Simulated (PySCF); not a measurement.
Molfile (atoms numbered from 1):
```
C9H8OSi
     RDKit          3D

 19 20  0  0  0  0  0  0  0  0999 V2000
   -3.4745    1.4889    0.0297 O   0  0  0  0  0  0  0  0  0  0  0  0
   -2.2681    1.5297    0.0071 C   0  0  0  0  0  0  0  0  0  0  0  0
   -1.3925    0.3545    0.0183 C   0  0  0  0  0  0  0  0  0  0  0  0
   -1.9994   -0.9085    0.0568 C   0  0  0  0  0  0  0  0  0  0  0  0
   -1.2476   -2.0619    0.0675 C   0  0  0  0  0  0  0  0  0  0  0  0
    0.1417   -1.9795    0.0391 C   0  0  0  0  0  0  0  0  0  0  0  0
    0.7693   -0.7524    0.0016 C   0  0  0  0  0  0  0  0  0  0  0  0
    0.0062    0.4321   -0.0091 C   0  0  0  0  0  0  0  0  0  0  0  0
    0.8076    1.6482   -0.0495 C   0  0  0  0  0  0  0  0  0  0  0  0
    2.1378    1.4958   -0.0717 C   0  0  0  0  0  0  0  0  0  0  0  0
    2.6101   -0.3267   -0.0421 Si  0  0  0  0  0  4  0  0  0  0  0  0
   -1.7483    2.5053   -0.0239 H   0  0  0  0  0  0  0  0  0  0  0  0
   -3.0787   -0.9452    0.0778 H   0  0  0  0  0  0  0  0  0  0  0  0
   -1.7329   -3.0262    0.0975 H   0  0  0  0  0  0  0  0  0  0  0  0
    0.7338   -2.8835    0.0467 H   0  0  0  0  0  0  0  0  0  0  0  0
    0.3276    2.6157   -0.0598 H   0  0  0  0  0  0  0  0  0  0  0  0
    2.8019    2.3437   -0.1020 H   0  0  0  0  0  0  0  0  0  0  0  0
    3.2751   -0.7867   -1.2611 H   0  0  0  0  0  0  0  0  0  0  0  0
    3.3211   -0.7343    1.1697 H   0  0  0  0  0  0  0  0  0  0  0  0
  1  2  2  0
  2  3  1  0
  3  4  1  0
  4  5  2  0
  5  6  1  0
  6  7  2  0
  7  8  1  0
  8  9  1  0
  9 10  2  0
 10 11  1  0
  8  3  2  0
 11  7  1  0
  2 12  1  0
  4 13  1  0
  5 14  1  0
  6 15  1  0
  9 16  1  0
 10 17  1  0
 11 18  1  0
 11 19  1  0
M  END
```

PySCF 2.14 calculation with GIAO PBE0/pcSseg-1 shieldings and GFN2-xTB structure; equivalent nuclei averaged, non-relativistic, in vacuum, single conformer.

Referencing at the same level of theory: TMS for ¹³C (σref 186.93), ¹H (σref 31.72), ²⁹Si (σref 349.16); ¹⁷O (σref 336.08) vs H2O.

```json
{"atoms": "H15", "nucleus": "¹H", "count": "1", "Hirshfeld charge": "0.05", "δ (ppm)": "?"}
{"atoms": "C4", "nucleus": "¹³C", "count": "1", "Hirshfeld charge": "-0.03", "δ (ppm)": "136.0"}
{"atoms": "H16", "nucleus": "¹H", "count": "1", "Hirshfeld charge": "0.05", "δ (ppm)": "?"}
{"atoms": "C8", "nucleus": "¹³C", "count": "1", "Hirshfeld charge": "0.01", "δ (ppm)": "157.1"}
{"atoms": "H18/H19", "nucleus": "¹H", "count": "2", "Hirshfeld charge": "-0.07", "δ (ppm)": "?"}
{"atoms": "C5", "nucleus": "¹³C", "count": "1", "Hirshfeld charge": "-0.04", "δ (ppm)": "132.7"}
{"atoms": "H17", "nucleus": "¹H", "count": "1", "Hirshfeld charge": "0.05", "δ (ppm)": "6.78"}
{"atoms": "C6", "nucleus": "¹³C", "count": "1", "Hirshfeld charge": "-0.03", "δ (ppm)": "145.7"}
{"atoms": "C7", "nucleus": "¹³C", "count": "1", "Hirshfeld charge": "-0.09", "δ (ppm)": "140.9"}
{"atoms": "C9", "nucleus": "¹³C", "count": "1", "Hirshfeld charge": "-0.04", "δ (ppm)": "?"}
{"atoms": "H12", "nucleus": "¹H", "count": "1", "Hirshfeld charge": "0.04", "δ (ppm)": "10.93"}
{"atoms": "C2", "nucleus": "¹³C", "count": "1", "Hirshfeld charge": "0.12", "δ (ppm)": "?"}
{"atoms": "H13", "nucleus": "¹H", "count": "1", "Hirshfeld charge": "0.05", "δ (ppm)": "8.54"}
{"atoms": "H14", "nucleus": "¹H", "count": "1", "Hirshfeld charge": "0.05", "δ (ppm)": "7.65"}
{"atoms": "C3", "nucleus": "¹³C", "count": "1", "Hirshfeld charge": "-0.02", "δ (ppm)": "?"}
{"atoms": "C10", "nucleus": "¹³C", "count": "1", "Hirshfeld charge": "-0.14", "δ (ppm)": "139.7"}
{"atoms": "Si11", "nucleus": "²⁹Si", "count": "1", "Hirshfeld charge": "0.34", "δ (ppm)": "-46.2"}
{"atoms": "O1", "nucleus": "¹⁷O", "count": "1", "Hirshfeld charge": "-0.23", "δ (ppm)": "665.5"}
```

Q: Fill in the missing shifts.

A: 
- C2: 192.8 ppm, aldehyde carbonyl carbon; the double bond to the heteroatom, with no lone-pair donor beside it, deshields it most
- C9: 153.2 ppm, alkene CH; the olefinic region
- C3: 133.0 ppm, substituted aromatic carbon
- H16: 8.70 ppm, hydrogen on an alkene CH
- H15: 8.06 ppm, hydrogen on an aromatic CH; it sits in the deshielding region of the aromatic ring current
- H18/H19: 4.89 ppm, hydrogen on a silicon bonded to 2 C, in a 5-membered ring

Shifts are as computed. Against solution values, carbons near 30 ppm lie about +3 ppm off and those near 130 ppm about +5 ppm. Of 1211 compounds with measured shifts, 218 miss one by over three times the rms of a fit or turn the order of signals round; such compounds aren't used in these exercises. Unscaled 17O shifts of doubly bonded oxygen tend to come out too high, by tens of ppm or more. Experimental scales use liquid or dissolved standards, which lie at an offset from isolated H2O (liquid H2O: subtract about 36 ppm).
